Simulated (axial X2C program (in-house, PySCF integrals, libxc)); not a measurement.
## Which molecule has these constants?

Calculated with an axial X2C code built on PySCF integrals, spin-free (one-electron X2C) or two-component (2c: spin–orbit coupling with atomic mean-field Coulomb and Gaunt terms, which also bring small scalar terms), in Dyall basis sets with cores contracted in-house; open shells are unrestricted.

A two-component PBE0 calculation in a Dyall 3-zeta basis gave Re = 1.852 Å, ωe = 677.6 cm⁻¹, dipole magnitude 1.60 D, Ω = 3/2.

Question: Which molecule is it?
A. HfF
B. ZrF
C. TiF

Answer: A. The others have TiF 1.773 Å and 709.3 cm⁻¹ (Ω = 3/2); ZrF 1.878 Å and 658.4 cm⁻¹ (Ω = 3/2).

Each entry is the lowest single determinant of a limited PBE0 search at one distance. De goes to single-determinant-based atoms at the same level (for ions the charge split of lowest energy) and is withheld (n/a) where an atom does not fit its ground term or J level. Main or longest-lived isotopes. One determinant is a doubtful description, or other states lie close, for TiF, ZrF; these need not be ground states, and all values refer to the states named. With several unpaired electrons the Ω given is that of one determinant, not necessarily of the lowest component. The functionals have no current term, which raises determinants with orbital currents.
